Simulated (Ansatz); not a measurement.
A nudged elastic band was laid between two geometries of CH4 + GeH4S (11 atoms, charge 0, multiplicity 1).

All numbers below come from RKS PBE/def2-SVP in Ansatz 0.2.0.

* movable images: 5
* climbing image: yes
* spring: 5.0 eV/Å²
* optimiser: quadratic models (default)
* start path: through a guess of the saddle point
* force threshold: 0.03 eV/Å
* iteration limit: 60
* end points: relaxed

Image 0:

```xyz
11
Properties=species:S:1:pos:R:3
Ge 0.365 1.767 0.796
S 2.222 0.555 0.400
H -0.130 2.189 -0.608
H -0.702 0.906 1.522
H 0.696 3.023 1.648
H 0.022 -1.449 -0.695
C -0.971 -1.734 -1.093
H 2.408 0.229 1.711
H -1.758 -1.444 -0.371
H -1.006 -2.828 -1.254
H -1.146 -1.216 -2.055
```

Image 6:

```xyz
11
Properties=species:S:1:pos:R:3
Ge -0.803 1.371 0.121
S 2.760 -0.954 0.610
H -2.131 2.178 0.076
H -0.403 1.184 1.611
H 0.300 2.200 -0.588
H 2.568 -2.171 0.030
C -1.031 -0.378 -0.752
H 1.949 -1.285 1.653
H -1.824 -0.964 -0.247
H -0.075 -0.935 -0.697
H -1.310 -0.246 -1.816
```

Which bonds break or form, and what moves?

Bonds broken: Ge1–S2, H6–C7. Bonds formed: Ge1–C7, S2–H6. CH4 + GeH4S becomes CH6Ge + H2S.

What energy profile does the band end with?

The run converged. The highest image is number 3 of 0 to 6, 64.0 kcal/mol above the first end and 49.5 kcal/mol above the last; the last end lies 14.5 kcal/mol above the first. Neighbouring images differ by up to 2.7 eV, so the band resolves the path poorly. A vibrational analysis at the climbing image gives one clearly imaginary mode, 1190i cm⁻¹: a first-order saddle point. The orbitals stay closed-shell, which can raise the energy where a bond breaks towards radicals; this wasn't checked here.

| image | path coordinate (Å) | energy (kcal/mol) | Ge1–S2 (Å) | H6–C7 (Å) | Ge1–C7 (Å) |
| --- | --- | --- | --- | --- | --- |
| 0 | 0.00 | 0.0 | 2.25 | 1.11 | 4.20 |
| 1 | 2.28 | 0.1 | 2.25 | 1.11 | 4.34 |
| 2 | 4.55 | 1.7 | 2.26 | 1.11 | 3.71 |
| 3 | 6.83 | 64.0 | 2.72 | 1.34 | 2.32 |
| 4 | 8.04 | 21.9 | 3.39 | 2.22 | 2.00 |
| 5 | 9.26 | 15.2 | 3.97 | 3.23 | 1.97 |
| 6 | 10.48 | 14.5 | 4.28 | 4.10 | 1.97 |

What is the geometry of the highest image?


```xyz
11
Properties=species:S:1:pos:R:3
Ge -0.219 1.113 0.384
S 2.096 -0.271 0.743
H -1.688 1.370 -0.130
H -0.350 1.109 1.929
H 0.667 2.180 -0.298
H 0.615 -0.597 -0.196
C -0.522 -0.813 -0.878
H 1.586 -0.986 1.785
H -1.449 -1.116 -0.357
H 0.013 -1.742 -1.179
H -0.748 -0.248 -1.802
```

The band took 30 iterations and roughly 8 core-minutes.

Time of the run: 4.3 min on 2 threads of Arm Neoverse V1 (shared host), peak memory 0.15 GiB.
